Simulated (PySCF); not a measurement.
Scan of F2Si, singlet: symmetric bend, bond length relaxed. Scanned: F-Si-F angle. Other coordinates (Si-F bond length) were minimised at PBE0/def2-TZVP.

Cartesian coordinates as functions of the variables (Å; names that start with a are angles):
```
Si  0  0  0
F  r*sin(a/2)  0  r*cos(a/2)
F  -r*sin(a/2)  0  r*cos(a/2)
```

Computed with: r2SCAN/cc-pVTZ (PySCF); MP2 on RHF/cc-pVTZ, 7 core orbitals frozen (PySCF); wB97X-V/cc-pVTZ (PySCF); RHF/cc-pVTZ (PySCF); CCSD on RHF/cc-pVTZ, 7 core orbitals frozen (PySCF); CCSD(T) on RHF/cc-pVTZ, 7 core orbitals frozen (PySCF).

Energies in kJ/mol, each method relative to its own lowest point.

```tsv
a / °	r2SCAN	MP2	wB97X-V	RHF	CCSD	CCSD(T)
180	180.9	179.6	187.9	245.8	193.7	180.7
170	174.8	174.0	181.3	236.9	187.6	175.3
160	156.9	157.3	162.4	211.4	169.4	158.7
150	129.5	130.3	133.7	172.7	139.9	131.6
140	96.1	96.6	99.0	127.0	103.4	97.6
130	61.5	61.4	63.4	80.9	65.6	62.0
120	30.8	30.0	31.7	40.6	32.3	30.4
110	8.5	7.8	8.8	11.8	8.6	7.9
100	0.0	0.0	0.0	0.0	0.0	0.0
90	12.1	13.7	12.2	12.7	13.5	13.6
80	56.2	60.5	57.0	63.5	61.0	60.5
```
